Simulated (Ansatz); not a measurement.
## CCSD(T) forces

BH2IO (SMILES OBI), closed shell, displaced at random from a GFN2-xTB minimum.

```
5
angstrom
O -0.4585 -0.7612 -0.4328
B 0.2947 0.0069 0.1502
I 0.0405 1.9455 0.2321
H -1.4667 -0.7645 -0.5164
H 1.4472 -0.4227 0.3331
```

Program: Ansatz 0.2.0. Basis: def2-TZVPP. Cores are frozen in the correlated methods. Filled d shells of the heavier atoms are correlated. Core potentials replace the inner electrons of the atoms past krypton. The def2 sets are not built for correlating such inner shells, so the correlated values are less sure here.

CCSD(T) forces from the calculation:
| atom | Fx | Fy | Fz (eV/Å) |
| --- | --- | --- | --- |
| O1 | -7.453 | -6.389 | -3.272 |
| B2 | 6.539 | 1.094 | 2.242 |
| I3 | -0.687 | 4.236 | 0.679 |
| H4 | 2.492 | 0.722 | 0.079 |
| H5 | -0.890 | 0.338 | 0.271 |

Q: Which atom feels the largest CCSD(T) force, and how large is it?

A: O1, 10.35 eV/Å, along (-0.72, -0.62, -0.32).

Root-mean-square difference of the force components from those of CCSD(T): PBE0-D4 0.225; wB97M-V 0.164; r2SCAN-D4 0.204; PBE-D4 0.254; LC-wPBE 0.179; r2SCANh-D4 0.224 eV/Å.

T1 diagnostic: at most 0.011. These are differences at one structure, and CCSD(T) in triple zeta is itself an approximation.

For scale, one of the runs: CCSD(T)/def2-TZVPP forces, 140 basis functions (an equivalent command: `ansatz run in.yaml --threads 4`). Hardware: 4 CPU threads, shared host. Wall time 68 s; peak host memory 1.7 GiB.
